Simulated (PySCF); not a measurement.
Zr(Me)2(H)2 (C2H8Zr), SMILES [CH3][ZrH2][CH3], multiplicity 1.

Coordinates come from a B3LYP-D3(BJ)/def2-SVP optimisation. The spin state was assumed, not searched. The structure was generated by enumeration; whether it is a known compound was not checked. The def2 effective core potentials stand for the cores of Zr; spin–orbit coupling is left out.

All values below come from TDA-PBE/def2-SVPD (PySCF).

Vertical excitations. Isolated molecule, no solvent. State labels are in the subgroup C2v.

Question: List the lowest excited states. (Estimate from the structure and the level; the computed values follow.)

Answer: 
```csv
state,symmetry,energy (eV),λ (nm),f,main pairs
S1,B1,3.97,312,0.002,HOMO−1→LUMO 89 %
S2,B2,4.00,310,0.000,"HOMO−2→LUMO 85 %, HOMO−1→LUMO+1 15 %"
S3,A2,4.07,305,0.000,HOMO→LUMO+1 100 %
S4,A1,4.15,299,0.000,HOMO→LUMO 98 %
S5,B2,4.25,292,0.000,"HOMO−1→LUMO+1 85 %, HOMO−2→LUMO 14 %"
S6,B1,4.30,288,0.003,HOMO−2→LUMO+1 89 %
S7,A1,4.78,260,0.010,HOMO−3→LUMO 89 %
S8,A2,4.81,258,0.000,HOMO−3→LUMO+1 89 %
S9,B2,5.02,247,0.001,"HOMO→LUMO+2 78 %, HOMO−2→LUMO+3 21 %"
S10,A2,5.05,246,0.000,"HOMO−1→LUMO+2 80 %, HOMO−2→LUMO+4 17 %"
T1,B2,3.65,339,0,HOMO−2→LUMO 99 %
T2,A1,3.70,335,0,HOMO→LUMO 98 %
T3,B1,3.72,333,0,HOMO−1→LUMO 98 %
T4,B1,3.79,328,0,HOMO−2→LUMO+1 98 %
```
Triplets are in the Tamm–Dancoff approximation.
